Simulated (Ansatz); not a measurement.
Total energies of Ga₉As₉H₂₄, a nanocrystal cut from wurtzite GaAs (hydrogen-capped) from Ansatz at PBE0-D4/def2-TZVP, gas phase (1 Eh = 27.2114 eV = 2625.5 kJ/mol). The reference geometry is relaxed at PBE-D4/def2-SVP.

Cartesian coordinates in Å:
```
Ga 4.9031 -0.9816 -0.1811
As 3.4789 -3.0516 0.2879
As 2.9556 0.5792 -0.3212
Ga 1.5025 0.1406 -2.2699
Ga 0.9906 -3.0367 0.4735
As 0.2492 -1.9281 -1.6129
As -0.2548 1.8739 -2.3656
Ga -1.7040 1.6831 -4.3932
Ga -2.2195 -1.7421 -1.5707
As -2.7661 -0.5306 -3.6826
Ga 1.8049 0.8809 1.8436
As 0.5254 -1.2552 2.1290
As 0.0350 2.5839 1.5802
Ga -1.5420 2.2299 -0.2876
Ga -1.9285 -1.0326 2.3756
As -2.5193 -0.0279 0.1909
Ga -1.1102 3.1459 3.7298
As -2.1970 0.8475 3.9942
H 5.5211 -1.2238 -1.6117
H 5.7146 -0.7326 1.1480
H 3.8009 -4.1639 -0.7059
H 3.9741 -3.7763 1.5362
H 3.5425 1.9597 -0.6129
H 2.2777 -0.0795 -3.6265
H 0.3492 -4.4440 0.7741
H 0.5319 -2.9559 -2.7065
H 0.5306 3.1744 -2.5299
H -0.8348 1.3324 -5.6616
H -2.8754 2.7374 -4.3361
H -3.0107 -3.0891 -1.3666
H -2.6363 -1.5718 -4.7907
H -4.2887 -0.4307 -3.7068
H 2.7697 1.1256 3.0680
H 0.9858 -1.8465 3.4596
H 0.8022 3.8404 1.1706
H -2.6767 3.3206 -0.4007
H -2.7061 -2.3463 2.7651
H -4.0310 0.1755 0.2655
H -0.0632 3.2429 4.9051
H -2.3085 4.1386 3.4728
H -1.8715 0.2511 5.3606
H -3.7014 0.9833 4.2106
```

| state | geometry | energy (Eh) |
| --- | --- | --- |
| charge 0 singlet | reference | -37456.86980 |
| charge 1 doublet | reference | -37456.57801 |
| charge -1 doublet | reference | -37456.89421 |
| free Ga atom (doublet) | – | -1924.55212 |
| free As atom (quartet) | – | -2235.53903 |
| free H atom (doublet) | – | -0.50104 |

Single mean-field runs in def2-TZVP are fitted with def2-universal-jkfit.

(1) Work out the vertical ionisation energy to the doublet.

(2) Work out the vertical electron affinity, to the doublet.

(3) Give the fundamental gap IE − EA, the Mulliken electronegativity (IE + EA)/2 and the hardness (IE − EA)/2.

(4) What is the binding energy per atom against free atoms?

(1) E(charge 1 doublet) − E(charge 0 singlet) = -37456.57801 − (-37456.86980) = 0.29179 Eh = 7.94 eV. For comparison, −ε of the highest occupied level is 6.86 eV at this level, 1.08 eV less.

(2) E(charge 0 singlet) − E(charge -1 doublet) = -37456.86980 − (-37456.89421) = 0.02441 Eh = 0.66 eV. The basis lacks diffuse functions, which makes affinities too small.

(3) From the values in Eh: IE − EA = 0.29179 − 0.02441 = 0.26738 Eh = 7.28 eV; (IE + EA)/2 = 4.30 eV; (IE − EA)/2 = 3.64 eV. The HOMO–LUMO gap of the same run is 5.36 eV, 1.92 eV smaller than the fundamental gap.

(4) Atoms: 9 × (-1924.55212) + 9 × (-2235.53903) + 24 × (-0.50104) = -37452.84531 Eh. Binding: -37452.84531 − (-37456.86980) = 4.02449 Eh = 109.51 eV, or 2.61 eV for each of 42 atoms (no zero-point energy, no counterpoise term).

At PBE0-D4/def2-TZVP the highest occupied level of the charge -1 doublet lies above zero (up to 0.32 eV). By energy differences its removal costs 0.66 eV (vertical, to the charge 0 singlet, at PBE0-D4/def2-TZVP); self-interaction error and the lack of diffuse functions both raise the level.
